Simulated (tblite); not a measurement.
System: H3 (cation, charge +1), singlet: map of symmetric stretch and bend. Scanned: H-H bond length and H-H-H angle.

Cartesian coordinates as functions of the variables (Å; names that start with a are angles):
```
H  0  0  0
H  r*sin(a/2)  0  r*cos(a/2)
H  -r*sin(a/2)  0  r*cos(a/2)
```

Calculation: GFN2-xTB, 300 K electronic temperature (tblite).

Energy in kJ/mol above the lowest grid point; x is the H-H bond length (Å), y the H-H-H angle (°).

```csv
y \ x,0.74,0.80,0.84,0.88,0.93,0.97,1.01,1.06,1.10,1.14,1.17
180,92.1,37.8,16.5,4.8,0.0,2.0,8.1,20.0,32.4,46.8,58.5
173,92.3,38.1,16.8,5.2,0.4,2.5,8.5,20.5,32.9,47.3,59.0
163,93.3,39.6,18.6,7.1,2.5,4.6,10.7,22.8,35.2,49.6,61.4
153,95.1,42.2,21.5,10.2,5.8,8.1,14.3,26.5,39.0,53.4,65.2
143,97.3,45.4,25.1,14.1,9.9,12.4,18.7,31.0,43.5,57.9,69.8
133,99.9,48.8,28.9,18.1,14.1,16.6,23.0,35.3,47.9,62.3,74.1
123,102.7,52.0,32.3,21.5,17.5,19.9,26.3,38.5,51.0,65.4,77.1
113,105.6,54.7,34.8,23.8,19.4,21.6,27.7,39.7,52.0,66.2,77.8
103,109.0,57.0,36.4,24.7,19.4,21.0,26.6,38.1,49.9,63.7,75.1
93,114.1,59.3,37.2,24.2,17.5,18.1,22.7,33.1,44.3,57.5,68.4
83,123.4,63.4,38.7,23.4,14.3,13.2,16.3,25.1,35.1,47.2,57.5
70,152.6,78.4,47.0,26.5,11.9,7.0,6.9,12.0,19.4,29.3,38.0
```

Points that lie below all their neighbours on the grid: x = 0.93, y = 180 on the edge of the grid (0.0 kJ/mol); x = 1.01, y = 70 on the edge of the grid (6.9 kJ/mol). The lowest path on the grid from the first to the second passes x = 0.93, y = 103 at 19.4 kJ/mol.
